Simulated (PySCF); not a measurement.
A calculated (PBE, PySCF 2.14, x2c-TZVPPall with one added diffuse shell each of s, p, d, f type, the spin-free X2C one-electron Hamiltonian (Gaussian nucleus)) atom or ion has these occupied shells.

```
shell  electrons  orbital energy (eV)  rms radius, mean of both spins (bohr)
 1s α          1             -18793.1                                 0.0415
 1s β          1             -18793.1                                 0.0415
 2s α          1              -2638.9                                  0.171
 2s β          1              -2638.7                                  0.171
 2p α          3              -2358.3                                  0.152
 2p β          3              -2358.1                                  0.152
 3s α          1              -449.03                                  0.474
 3s β          1              -448.86                                  0.474
 3p α          3              -357.23                                  0.481
 3p β          3              -357.04                                  0.481
 3d α          5              -206.90                                  0.475
 3d β          5              -206.62                                  0.475
 4s α          1              -69.377                                   1.23
 4s β          1              -67.667                                   1.23
 4p α          3              -45.516                                   1.38
 4p β          3              -43.587                                   1.38
 4d α          3              -13.402                                   2.09
 5p α          1               -7.635                                   4.27
```

(1) Name the element and its charge.

Answers

(1) Nb+ (niobium, charge +1), in [Kr] 4d3 5p1, one real determinant (an excited configuration).
